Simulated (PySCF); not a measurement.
Electronic absorption of C4H11FOSi2

Compound: C4H11FOSi2.
SMILES with atom numbers: `[F:1][Si:2]1([O:3][SiH3:4])[CH2:5][CH2:6][CH2:7][CH2:8]1` (hydrogens: H9, H10, H11 on Si4; H12, H13 on C5; H14, H15 on C6; H16, H17 on C7; H18, H19 on C8)

Cartesian coordinates in Å at the PBE0-D3(BJ)/def2-SVP level; atoms count from 1:
```xyz
19
C4H11FOSi2 angstrom
F      0.8865    0.3868   -2.4782
Si     0.3444    0.1509   -0.9578
O      1.6841    0.0148   -0.0084
Si     3.3408    0.0852    0.0634
C     -0.8267   -1.3010   -0.8278
C     -2.1983   -0.6095   -0.7450
C     -2.0573    0.6773    0.0834
C     -0.8604    1.4889   -0.4450
H      3.8207    1.4630   -0.2555
H      3.7538   -0.2728    1.4500
H      3.9495   -0.8797   -0.8996
H     -0.6048   -1.8357    0.1122
H     -0.7531   -2.0316   -1.6464
H     -2.9719   -1.2710   -0.3236
H     -2.5362   -0.3436   -1.7625
H     -2.9908    1.2620    0.0710
H     -1.8758    0.4027    1.1376
H     -0.4612    2.2035    0.2892
H     -1.1460    2.0651   -1.3420
```

Level of theory: TDDFT CAM-B3LYP/def2-SVPD, vertical, gas phase, core orbitals frozen in the response in PySCF.

```tsv
state	E (eV)	E (hartree)	f	main configurations (H = HOMO, L = LUMO)
S1	7.28	0.2674	0.0048	H→L (82%)
S2	7.75	0.2849	0.0094	H→L+1 (52%), H→L+2 (21%)
S3	7.83	0.2878	0.0074	H→L+2 (41%), H→L+5 (19%), H→L+3 (14%)
S4	7.87	0.2892	0.0021	H-1→L (76%), H-1→L+1 (12%)
S5	8.17	0.3003	0.0017	H-2→L (33%), H-2→L+1 (9%)
S6	8.50	0.3122	0.028	H→L+3 (48%), H→L+1 (8%)
```

The lowest singlet lies at 7.28 eV (170 nm, vacuum ultraviolet) and is very weak; its leading configuration is HOMO→LUMO (82%). The most intense listed level is S6 at 8.50 eV (146 nm, f = 0.028), 1.22 eV above S1. It is the last of those listed, so stronger ones may follow. Löwdin shares by element: HOMO carbon 41% or more, silicon 16% or more, oxygen 13% (atoms not listed hold the other 31%); LUMO silicon 43%, oxygen 9%, hydrogen 8% or more (atoms not listed hold the other 40%). The oscillator strengths of these states sum to 0.053; summed over the whole spectrum of an exact calculation they would give the number of electrons, 80 (Thomas–Reiche–Kuhn). Of the 6 states listed, 1 reaches f = 0.01 and none stays under 0.0005. Weighted by f, the mean energy of these states is 8.13 eV. The window holds the lowest 6 singlets.

One conformer stands for the species.
